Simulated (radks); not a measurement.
Task: Coherent X-ray form factor from a spherical all-electron density. All-electron calculation, Dirac Kohn-Sham, PBE, spin-unpolarised, spherical densities, point nucleus. Program: a radial shooting solver on a logarithmic mesh with Libxc functionals.

sin(theta)/lambda (1/angstrom),f0 (electrons)
0.05,35.302
0.1,33.466
0.15,31.063
0.2,28.606
0.25,26.379
0.3,24.458
0.4,21.364
0.5,18.833
0.6,16.561
0.8,12.640
1,9.768
1.25,7.581
1.5,6.391
2,5.069

The species is in the configuration that NIST lists as its ground one. Which atom or ion scatters so?

Result: Neutral krypton, [Kr]. Extrapolating in s^2 from the first two rows gives f0(0) = 35.9, near the electron count 36; among species with that count, the fall with angle is slower the higher Z, and the table is that of Z = 36; from so few rows the species is fixed only to a neighbour or two.
